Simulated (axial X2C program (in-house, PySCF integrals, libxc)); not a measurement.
**SeF: from the spin-free to the two-component result**

Calculated with an in-house relativistic program for diatomic molecules. Spin-free means the one-electron spin-free X2C Hamiltonian; two-component (2c) means X2C with spin–orbit coupling and atomic mean-field two-electron Coulomb and Gaunt terms, so the difference of the two also holds small scalar two-electron terms. Basis: Se dyall-cv3z [8s9p6d4f1g], F dyall-av3z [7s6p3d2f] (cores contracted in-house); Gaussian nuclei, density fitting, unrestricted open shells. Masses: Se 79.917 u, F 18.998 u.

Spin-free state: M_S = 1/2, Λ = 1 (beyond evenly filled blocks: π+α, π+β, π-α); fragments Se + F.

```json
{"level": "PBE0", "Re (Å)": "1.738", "ωe (cm⁻¹)": "703.7", "De (eV)": "3.379", "μ (D)": "-1.47"}
{"level": "PW91", "Re (Å)": "1.767", "ωe (cm⁻¹)": "658.7", "De (eV)": "3.904", "μ (D)": "-1.43"}
```

Dipoles are positive if F is the positive end.

Q: Within this multiplet, which Ω should lie lowest by the rule for regular and inverted multiplets?

A: The open π shell holds three electrons, one hole, so the multiplet is inverted: Ω = Λ + 1/2 = 3/2. The PBE0 2c search agrees.

Two-component determinant lowest at the distance of the search:

Ω = 3/2 (⟨Sz⟩ = 0.50, ⟨Lz⟩ = 1.00 at PBE0); fragments Se + F.

```csv
level,Re (Å),ωe (cm⁻¹),De (eV),μ (D)
PBE0,1.740,699.7,3.444,-1.50
PW91,1.770,654.4,3.968,-1.46
```

Q: From the two tables, how do the constants change at the PBE0 level (2c against spin-free)?

A: At the PBE0 level Re goes up by 0.002 Å and ωe falls by 4.0 cm⁻¹; De is not compared, since the atomic limits differ or miss part of their spin–orbit lowering.

The state is a single determinant with fixed occupations, the lowest that a limited PBE0 search found. De is counted from the lowest determinant-based energies of the atoms at the same level, without counterpoise correction. Density functionals use the spin component along the axis (collinear). A 2c atom that is not at its ground J level misses part of its spin–orbit lowering, and De is too large by that part (0.04 eV or less for light atoms). This holds for PBE0, PW91. The functionals have no current-density term, which raises determinants with orbital currents, atoms included.
